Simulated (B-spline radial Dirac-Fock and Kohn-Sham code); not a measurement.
Dipole and non-dipole photoemission parameters of Be 1s

System: neutral beryllium, configuration [He] 2s2; threshold 111.5 eV (tabulated edge). The computed values come from a radial atomic solver: Dirac-Hartree-Slater photoionisation with a Latter tail; cross sections with all multipoles, angular parameters from the dipole term and its interference with E2.

For linearly polarised light dσ/dΩ = σ/(4π) [1 + β P₂(cos θ) + (δ + γ cos²θ) sin θ cos φ], with θ from the polarisation vector and φ the angle between the beam and the projection of the electron momentum on the plane normal to the polarisation.

```
hν (eV)   σ (kb)      β      γ
    150     1260  2.000  0.071
    196      702  2.000  0.133
    212      580  2.000  0.153
    220      530  2.000  0.163
    235        ?      ?      ?
    283      282  2.000  0.230
    300      243  2.000  0.246
    353      158  2.000  0.293
    368      142  2.000  0.305
    400      113  2.000  0.330
    427     95.1  2.000  0.349
    554     46.5  2.000  0.432
    668     27.5  2.000  0.495
    923     10.9  2.000  0.616
   1000     8.60  2.000  0.648
   1190     5.14  2.000  0.723
 1486.9     2.63  2.000  0.827
   1560     2.27  2.000  0.851
   2000     1.06  2.000  0.984
   2280    0.709  2.000  1.061
   4870   0.0638  2.000  1.611
   5410   0.0454  2.000  1.703
   5730   0.0377  2.000  1.756
  11200  0.00418  2.000  2.484
  12000  0.00332  2.000  2.573
```

**Question.** Give the values at 235 eV.

**Answer.** σ = 450 kb, β = 2.000, γ = 0.180. For an s subshell δ is negligible.
